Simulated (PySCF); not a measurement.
CH₃Cl₂Si, SMILES C[Si](Cl)Cl, multiplicity 2. Atoms are numbered in the order given.

```xyz
7

C      0.2539     2.0283     0.0000
Si    -0.5143     0.3214     0.0000
Cl     0.1304    -0.6991     1.6867
Cl     0.1304    -0.6991    -1.6867
H      1.3514     1.9298     0.0000
H     -0.0548     2.5855     0.8967
H     -0.0548     2.5855    -0.8967
```
Charge 0, spin multiplicity 2.

Geometry: PBE0-D3(BJ)/def2-SVP. The isomer is the one that the SMILES or the coordinates give; other isomers of the formula were not compared.

Computed with PySCF with PBE/def2-TZVPD.

The molecule is in vacuum.

```json
{
 "total_energy": "-1249.34973 hartree",
 "point_group": "Cs",
 "α spin, highest occupied and lowest empty level": "-5.36 and -0.87 eV",
 "β spin, highest occupied and lowest empty level": "-7.84 and -3.77 eV",
 "dipole_moment": "2.03 D",
 "quadrupole, principal values (traceless, Buckingham form, about the centre of nuclear charge)": "-3.30, -0.03, 3.32 D·Å",
 "mean_static_polarisability": "73.6 bohr³ (10.91 Å³)",
 "polarisability_principal_values": "61.0, 77.3, 82.6 bohr³",
 "⟨S²⟩": "0.752 (pure state 0.75)"
}
```
